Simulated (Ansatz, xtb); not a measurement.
Two structures of AlH3SSe

Structure X is `[SH][AlH][SeH]`, a singlet and structure Y is a singlet given by its coordinates. Both are isolated molecules in the gas phase, relaxed with B3LYP-D3(BJ)/def2-SVP; the shapes shown needn't be the lowest conformers.

X (Å):

```yaml
atoms:
  - { symbol: Al, position_ang: [0.2721, 0.0803, -0.7239] }
  - { symbol: S, position_ang: [-0.8519, -1.7839, -0.4619] }
  - { symbol: Se, position_ang: [-0.7586, 2.1294, -1.1048] }
  - { symbol: H, position_ang: [1.8425, 0.0251, -0.6505] }
  - { symbol: H, position_ang: [-2.1211, 1.5620, -1.0680] }
  - { symbol: H, position_ang: [-2.0765, -1.2250, -0.6039] }
```

Y (Å):

```tsv
atom	x (Å)	y (Å)	z (Å)
Al	-1.0484	-1.1273	0.8207
S	0.9001	0.3473	0.3750
Se	-1.2379	1.1542	0.0937
H	1.1415	-0.0765	-0.8942
H	-1.0933	-2.2325	-0.3069
H	-1.1650	-1.4061	2.3683
```

Close contacts (Å): Al1–S2 2.48, Al1–Se3 2.40, S2–Se3 2.30, Al1–H5 1.58, Al1–H6 1.58, S2–H4 1.36.

**Question.** Which of the two would you expect CCSD(T)/def2-TZVP electronic energies to favour?

**Answer.** Structure X; the calculation gives E(Y) − E(X) = +120.9 kJ/mol.

How the difference moves with the method:

| level | geometry | E(Y) − E(X) (kJ/mol) | departure from the last row (kJ/mol) | job, with rough time for the two |
| --- | --- | --- | --- | --- |
| GFN2-xTB | GFN2-xTB | +16.2 | −104.7 | optimisation, 3 s |
| HF/STO-3G | GFN2-xTB | +85.0 | −36.0 | single point, 4.2 s |
| r2SCAN-D4/def2-SVP | GFN2-xTB | +123.7 | +2.8 | single point, 17 s |
| B3LYP-D3(BJ)/def2-SVP | B3LYP-D3(BJ)/def2-SVP | +122.6 | +1.6 | optimisation, 2.4 min |
| HF/def2-TZVP | B3LYP-D3(BJ)/def2-SVP | +139.4 | +18.5 | part of the CCSD(T) run |
| MP2/def2-TZVP | B3LYP-D3(BJ)/def2-SVP | +123.5 | +2.6 | part of the CCSD(T) run |
| CCSD(T)/def2-TZVP | B3LYP-D3(BJ)/def2-SVP | +120.9 |  | single point, 2 min |

None of the levels shown reverses the order. The largest departure from CCSD(T)/def2-TZVP is that of GFN2-xTB, 104.7 kJ/mol.

With harmonic frequencies from B3LYP-D3(BJ)/def2-SVP (ideal gas, rigid rotor, one conformer each, 298.15 K, 1 atm): on the last row, ΔE + ΔZPE = +121.4, ΔH = +119.8, ΔG = +124.1 kJ/mol.

The correlated steps freeze 19 core orbitals; the filled d shell of Se is correlated, in a basis made for valence electrons. Mirror images aren't counted in ΔG. Codes used: Ansatz 0.2.0, xtb 6.7.1; the last row on 1 thread of Intel(R) Xeon(R) Processor @ 2.50GHz (Skylake/Cascade Lake) on a shared host.
